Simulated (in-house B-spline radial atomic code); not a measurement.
## Ionising Au III (Au2+) with different functionals

Computed with a radial B-spline atomic code at the basis-set limit: four-component Dirac-Coulomb Hamiltonian, Fermi nucleus of rms radius 5.4371 fm, spin-restricted, spherical fractional occupations for the functionals. The ionisation energy is the difference of two self-consistent energies, [Xe] 4f14 5d9 → [Xe] 4f14 5d8, without Breit or QED terms; ε is the level of the shell that loses the electron (mean over j). The electron is taken from both j subshells in proportion to 2j + 1, so the result is a j average, not the step between ground levels.

Hybrids are left out here: with spherical fractional occupations of an open shell their exact exchange keeps a self-interaction that integer-occupation calculations don't have.

| method | rung | ΔSCF (eV) | -ε(5d) (eV) |
| --- | --- | --- | --- |
| LDA VWN5 | LDA | 34.18 | 27.64 |
| relativistic LDA | LDA | 34.19 | 27.65 |
| LDA PW92 | LDA | 34.17 | 27.64 |
| LDA exchange-only | LDA | 32.61 | 26.12 |
| PBE | GGA | ? | ? |
| PBEsol | GGA | 33.91 | 27.37 |
| BLYP | GGA | 33.76 | 27.23 |
| RPBE | GGA | 33.80 | 27.25 |
| PW91 | GGA | 33.96 | 27.42 |
| BP86 | GGA | 33.99 | 27.46 |
| AM05 | GGA | 33.90 | 27.36 |
| OLYP | GGA | ? | ? |

(1) What does OLYP give?

(2) What does PBE give?

(3) How do they compare with the NIST value?

## Answers

(1) ΔSCF 33.93 eV, and -ε(5d) = 27.36 eV.

(2) ΔSCF 33.88 eV, and -ε(5d) = 27.34 eV.

(3) NIST lists 30 eV ± 1.6 (tabulated theory, ground level to ground level). Errors run from +2.61 to +4.19 eV. The correlated functionals all miss on the same side by more than they spread, so the cause is common to them (Breit-QED terms, spin polarisation, the choice among j levels, multiplet and fine-structure energies, or a listed next ion that isn't the cheapest removal here) and closeness doesn't rank the functionals.
